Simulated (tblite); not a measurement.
A geometry optimisation, step by step.

C4H4F3O2 (doublet state).
Bonds: C1–C2, C2–O3 (double), C2–C4, C4–O5, O5–C6, C6–F7, C6–F8, C6–F9. Hydrogens: H10, H11, H12 on C1; H13 on C4.
Bond orders are those of one Lewis drawing.

Computed with GFN2-xTB (tblite), gas phase: L-BFGS steps from a force-field or distance-geometry start until the largest atomic force falls under 0.01 eV/Å. 14 of its 99 geometries are shown.

Step 0: E = -894.3678 eV, largest atomic force 2.233 eV/Å
```
atom  x, y, z in Å  |  force x, y, z in eV/Å
C1     -2.194   -0.071   -0.323   -0.694  -0.057   0.733
C2     -0.703   -0.047   -0.354    1.278   0.138   0.928
O3     -0.068   -0.205   -1.386   -0.089  -0.021  -0.102
C4     -0.013    0.181    0.938   -0.645  -0.061  -0.260
O5      1.333    0.220    1.202    0.678  -0.369  -2.095
C6      2.237    0.002    0.116   -0.410   0.378   1.118
F7      2.137    0.972   -0.815    0.251  -1.042   0.844
F8      2.085   -1.219   -0.410    0.218   0.976   0.237
F9      3.501    0.058    0.629   -1.426   0.013  -0.490
H10    -2.591   -0.100    0.706    0.213   0.062  -0.415
H11    -2.562   -0.962   -0.846    0.160   0.352  -0.034
H12    -2.584    0.828   -0.813    0.099  -0.290  -0.007
H13    -0.583    0.344    1.860    0.367  -0.079  -0.457
```

Step 8: E = -894.6095 eV, largest atomic force 0.090 eV/Å
```
atom  x, y, z in Å  |  force x, y, z in eV/Å
C1     -2.191   -0.070   -0.285    0.041   0.003  -0.043
C2     -0.681   -0.049   -0.338   -0.054   0.008   0.045
O3     -0.075   -0.207   -1.393   -0.041  -0.006   0.015
C4     -0.024    0.172    0.913   -0.022  -0.006  -0.009
O5      1.319    0.209    1.126   -0.076   0.008  -0.005
C6      2.203    0.006    0.130   -0.009  -0.002   0.005
F7      2.159    0.939   -0.813    0.074  -0.039  -0.009
F8      2.102   -1.195   -0.428    0.078   0.042  -0.018
F9      3.416    0.074    0.679    0.032  -0.001   0.009
H10    -2.586   -0.093    0.726    0.052  -0.002  -0.038
H11    -2.535   -0.935   -0.847   -0.045  -0.038   0.038
H12    -2.565    0.809   -0.807   -0.015   0.043   0.042
H13    -0.548    0.340    1.841   -0.015  -0.009  -0.031
```

Step 15: E = -894.6149 eV, largest atomic force 0.074 eV/Å
```
atom  x, y, z in Å  |  force x, y, z in eV/Å
C1     -2.201   -0.069   -0.285    0.051  -0.002   0.001
C2     -0.693   -0.053   -0.345    0.035   0.002   0.018
O3     -0.079   -0.212   -1.395   -0.030  -0.017  -0.065
C4     -0.036    0.168    0.903    0.044  -0.002   0.007
O5      1.308    0.210    1.110    0.004  -0.021  -0.046
C6      2.211    0.007    0.130    0.029   0.005  -0.026
F7      2.195    0.934   -0.820   -0.026  -0.003   0.014
F8      2.137   -1.192   -0.437   -0.020   0.035   0.043
F9      3.413    0.080    0.705    0.032  -0.003   0.050
H10    -2.571   -0.092    0.732   -0.027   0.004   0.027
H11    -2.557   -0.936   -0.835   -0.049  -0.008  -0.022
H12    -2.574    0.819   -0.792   -0.039   0.010  -0.005
H13    -0.558    0.336    1.831   -0.004   0.001   0.006
```

Step 23: E = -894.6169 eV, largest atomic force 0.025 eV/Å
```
atom  x, y, z in Å  |  force x, y, z in eV/Å
C1     -2.206   -0.068   -0.282    0.010   0.004   0.003
C2     -0.697   -0.058   -0.355    0.003  -0.001   0.003
O3     -0.094   -0.221   -1.411   -0.002  -0.007  -0.012
C4     -0.032    0.164    0.890   -0.002  -0.001  -0.002
O5      1.311    0.211    1.105   -0.013  -0.004  -0.021
C6      2.223    0.010    0.135    0.002  -0.003  -0.009
F7      2.211    0.934   -0.817   -0.008   0.005   0.012
F8      2.153   -1.189   -0.431   -0.004   0.000   0.016
F9      3.418    0.085    0.726    0.011   0.003  -0.002
H10    -2.570   -0.092    0.738   -0.001  -0.006   0.019
H11    -2.579   -0.929   -0.831    0.007  -0.008  -0.005
H12    -2.587    0.821   -0.781    0.008   0.018  -0.001
H13    -0.555    0.332    1.817   -0.011   0.000  -0.001
```

Step 30: E = -894.6170 eV, largest atomic force 0.013 eV/Å
```
atom  x, y, z in Å  |  force x, y, z in eV/Å
C1     -2.205   -0.067   -0.281    0.001  -0.001  -0.002
C2     -0.697   -0.060   -0.357    0.007  -0.004   0.000
O3     -0.098   -0.225   -1.415    0.010  -0.005  -0.004
C4     -0.032    0.163    0.887    0.004   0.002   0.002
O5      1.310    0.211    1.105   -0.001   0.003   0.003
C6      2.224    0.010    0.136   -0.003  -0.003   0.002
F7      2.210    0.935   -0.816   -0.005  -0.012   0.001
F8      2.155   -1.190   -0.427   -0.002   0.007  -0.007
F9      3.419    0.087    0.726    0.000   0.007   0.000
H10    -2.568   -0.094    0.740    0.001  -0.002   0.011
H11    -2.579   -0.927   -0.831   -0.008  -0.004  -0.010
H12    -2.584    0.825   -0.777   -0.003   0.010   0.000
H13    -0.559    0.331    1.813   -0.001   0.001   0.002
```

Step 38: E = -894.6173 eV, largest atomic force 0.019 eV/Å
```
atom  x, y, z in Å  |  force x, y, z in eV/Å
C1     -2.203   -0.066   -0.281   -0.005   0.001   0.000
C2     -0.695   -0.066   -0.361    0.004   0.001   0.005
O3     -0.094   -0.239   -1.416   -0.009  -0.007  -0.002
C4     -0.033    0.163    0.885    0.009   0.000   0.009
O5      1.308    0.210    1.107    0.007  -0.001   0.010
C6      2.223    0.011    0.138   -0.011   0.003  -0.007
F7      2.200    0.932   -0.817    0.013   0.006  -0.005
F8      2.156   -1.190   -0.423    0.018  -0.004   0.006
F9      3.418    0.096    0.725   -0.016  -0.002  -0.009
H10    -2.560   -0.102    0.742   -0.011  -0.007   0.001
H11    -2.585   -0.917   -0.840   -0.001   0.000  -0.010
H12    -2.578    0.835   -0.763    0.000   0.007  -0.003
H13    -0.562    0.333    1.808    0.001   0.004   0.005
```

Step 45: E = -894.6182 eV, largest atomic force 0.083 eV/Å
```
atom  x, y, z in Å  |  force x, y, z in eV/Å
C1     -2.202   -0.061   -0.283   -0.046  -0.007   0.001
C2     -0.692   -0.088   -0.357   -0.050  -0.014  -0.027
O3     -0.095   -0.299   -1.407    0.012   0.012   0.071
C4     -0.032    0.162    0.887   -0.038   0.000  -0.038
O5      1.308    0.206    1.109    0.011   0.002  -0.011
C6      2.220    0.014    0.136    0.048   0.006   0.027
F7      2.176    0.924   -0.828   -0.019  -0.010  -0.010
F8      2.180   -1.196   -0.407   -0.019  -0.004  -0.020
F9      3.416    0.131    0.717    0.030   0.006   0.013
H10    -2.561   -0.144    0.739   -0.008   0.013  -0.072
H11    -2.603   -0.873   -0.889    0.042   0.054   0.040
H12    -2.557    0.874   -0.720    0.029  -0.055   0.055
H13    -0.562    0.349    1.808    0.007  -0.004  -0.030
```

Step 53: E = -894.6218 eV, largest atomic force 0.243 eV/Å
```
atom  x, y, z in Å  |  force x, y, z in eV/Å
C1     -2.200   -0.038   -0.292   -0.075   0.075  -0.072
C2     -0.697   -0.190   -0.339    0.058  -0.022  -0.110
O3     -0.099   -0.564   -1.344   -0.075   0.038   0.119
C4     -0.035    0.161    0.879   -0.022  -0.006  -0.028
O5      1.305    0.186    1.110   -0.004   0.016  -0.014
C6      2.220    0.028    0.133    0.021  -0.014  -0.005
F7      2.073    0.875   -0.880    0.022  -0.044   0.049
F8      2.285   -1.209   -0.346   -0.006   0.043  -0.002
F9      3.408    0.286    0.685   -0.042  -0.006  -0.033
H10    -2.597   -0.323    0.682    0.012   0.023  -0.140
H11    -2.649   -0.645   -1.082    0.089   0.126   0.177
H12    -2.448    1.013   -0.481    0.020  -0.237   0.052
H13    -0.570    0.419    1.779    0.002   0.008   0.007
```

Step 60: E = -894.6245 eV, largest atomic force 0.027 eV/Å
```
atom  x, y, z in Å  |  force x, y, z in eV/Å
C1     -2.198   -0.036   -0.293   -0.010   0.004  -0.001
C2     -0.695   -0.192   -0.338   -0.002   0.004  -0.002
O3     -0.099   -0.576   -1.337   -0.013   0.004   0.013
C4     -0.036    0.164    0.880    0.003   0.003   0.000
O5      1.305    0.188    1.109    0.004   0.005   0.002
C6      2.219    0.027    0.133    0.001  -0.001  -0.002
F7      2.069    0.872   -0.881    0.007  -0.004  -0.001
F8      2.286   -1.209   -0.345   -0.006   0.004   0.001
F9      3.407    0.291    0.680   -0.003  -0.009   0.001
H10    -2.606   -0.333    0.669    0.022  -0.016  -0.003
H11    -2.643   -0.630   -1.087    0.013   0.016   0.000
H12    -2.444    1.011   -0.465   -0.010  -0.016  -0.003
H13    -0.569    0.425    1.780   -0.004   0.006  -0.006
```

Step 68: E = -894.6254 eV, largest atomic force 0.032 eV/Å
```
atom  x, y, z in Å  |  force x, y, z in eV/Å
C1     -2.197   -0.036   -0.293   -0.016   0.003  -0.003
C2     -0.695   -0.190   -0.338    0.002  -0.025   0.004
O3     -0.101   -0.592   -1.331    0.004   0.031   0.007
C4     -0.036    0.173    0.878    0.009   0.022  -0.013
O5      1.305    0.197    1.109    0.004  -0.006   0.000
C6      2.218    0.025    0.133   -0.003   0.004  -0.006
F7      2.072    0.865   -0.886    0.003  -0.003  -0.005
F8      2.281   -1.213   -0.338   -0.007   0.005   0.013
F9      3.408    0.288    0.677   -0.010  -0.009   0.006
H10    -2.599   -0.369    0.659   -0.011  -0.019  -0.023
H11    -2.634   -0.606   -1.109   -0.007   0.001   0.026
H12    -2.456    1.012   -0.430    0.022  -0.006   0.008
H13    -0.571    0.447    1.774    0.009   0.003  -0.013
```

Step 75: E = -894.6273 eV, largest atomic force 0.165 eV/Å
```
atom  x, y, z in Å  |  force x, y, z in eV/Å
C1     -2.204   -0.062   -0.283    0.134  -0.051   0.009
C2     -0.695   -0.169   -0.344   -0.063   0.008   0.022
O3     -0.102   -0.605   -1.320    0.053  -0.035  -0.149
C4     -0.031    0.273    0.841   -0.041  -0.028   0.044
O5      1.306    0.261    1.090    0.010   0.020  -0.045
C6      2.224    0.013    0.135    0.019   0.006   0.026
F7      2.133    0.825   -0.913    0.007  -0.077   0.042
F8      2.233   -1.245   -0.290    0.011   0.057   0.002
F9      3.416    0.235    0.695   -0.033  -0.004  -0.045
H10    -2.594   -0.606    0.570   -0.010   0.010   0.115
H11    -2.623   -0.484   -1.187   -0.028  -0.045  -0.156
H12    -2.497    0.979   -0.208   -0.030   0.099   0.058
H13    -0.570    0.586    1.718   -0.030   0.041   0.078
```

Step 83: E = -894.6305 eV, largest atomic force 0.032 eV/Å
```
atom  x, y, z in Å  |  force x, y, z in eV/Å
C1     -2.201   -0.076   -0.281    0.000   0.010   0.007
C2     -0.693   -0.157   -0.359    0.001  -0.009   0.010
O3     -0.099   -0.569   -1.347    0.002   0.020   0.005
C4     -0.037    0.282    0.834    0.011  -0.029   0.009
O5      1.301    0.281    1.084    0.008   0.015  -0.001
C6      2.223    0.009    0.141   -0.001  -0.001  -0.007
F7      2.155    0.815   -0.913    0.002  -0.004  -0.014
F8      2.213   -1.248   -0.281   -0.010  -0.009   0.016
F9      3.414    0.211    0.706   -0.006   0.013   0.004
H10    -2.569   -0.625    0.581   -0.001  -0.023  -0.003
H11    -2.626   -0.491   -1.190   -0.003   0.002   0.001
H12    -2.508    0.962   -0.180   -0.008   0.025  -0.013
H13    -0.577    0.608    1.709    0.005  -0.009  -0.014
```

Step 90: E = -894.6315 eV, largest atomic force 0.027 eV/Å
```
atom  x, y, z in Å  |  force x, y, z in eV/Å
C1     -2.200   -0.080   -0.279   -0.017  -0.007  -0.007
C2     -0.692   -0.152   -0.360   -0.004  -0.007   0.006
O3     -0.097   -0.536   -1.359   -0.007   0.006   0.010
C4     -0.036    0.270    0.838    0.006   0.017  -0.006
O5      1.302    0.300    1.080    0.003   0.002   0.000
C6      2.223    0.008    0.141   -0.001   0.007  -0.009
F7      2.168    0.805   -0.920    0.003  -0.007  -0.012
F8      2.198   -1.253   -0.269    0.001   0.007   0.022
F9      3.415    0.204    0.708   -0.004  -0.006  -0.003
H10    -2.563   -0.633    0.583    0.008   0.017   0.000
H11    -2.627   -0.500   -1.185    0.013   0.010  -0.009
H12    -2.515    0.958   -0.182   -0.002  -0.012   0.007
H13    -0.577    0.609    1.708    0.000  -0.027   0.003
```

Step 98: E = -894.6329 eV, largest atomic force 0.008 eV/Å
```
atom  x, y, z in Å  |  force x, y, z in eV/Å
C1     -2.201   -0.087   -0.277   -0.004   0.004   0.003
C2     -0.692   -0.142   -0.362    0.001   0.003  -0.003
O3     -0.096   -0.518   -1.364   -0.002   0.002   0.004
C4     -0.036    0.290    0.833    0.003   0.001  -0.001
O5      1.303    0.359    1.060    0.001  -0.004  -0.004
C6      2.222    0.009    0.140    0.000   0.000  -0.001
F7      2.196    0.759   -0.955   -0.002  -0.007   0.004
F8      2.168   -1.269   -0.213    0.002   0.006   0.003
F9      3.415    0.200    0.707   -0.003   0.000  -0.001
H10    -2.555   -0.713    0.538    0.003   0.002  -0.006
H11    -2.621   -0.439   -1.214    0.000   0.000   0.003
H12    -2.529    0.934   -0.095    0.001  -0.007  -0.001
H13    -0.578    0.620    1.705    0.000   0.000   0.001
```

Question: Summarise the path.

Answer: The energy falls by 25.58 kJ/mol from step 0 to step 98; nine tenths of that is first reached at step 7. It rises by more than 0.2 meV at steps 53, 75 and 77. The largest force goes from 2.233 to 0.008 eV/Å. Among the bonds O5–C6 changes most, from 1.429 to 1.347 Å; the atoms move by 0.369 Å rms after alignment.

The cost below is that of the whole relaxation. Time: 0.39 s wall. Hardware: one thread of an Arm Neoverse V2, on a shared host.
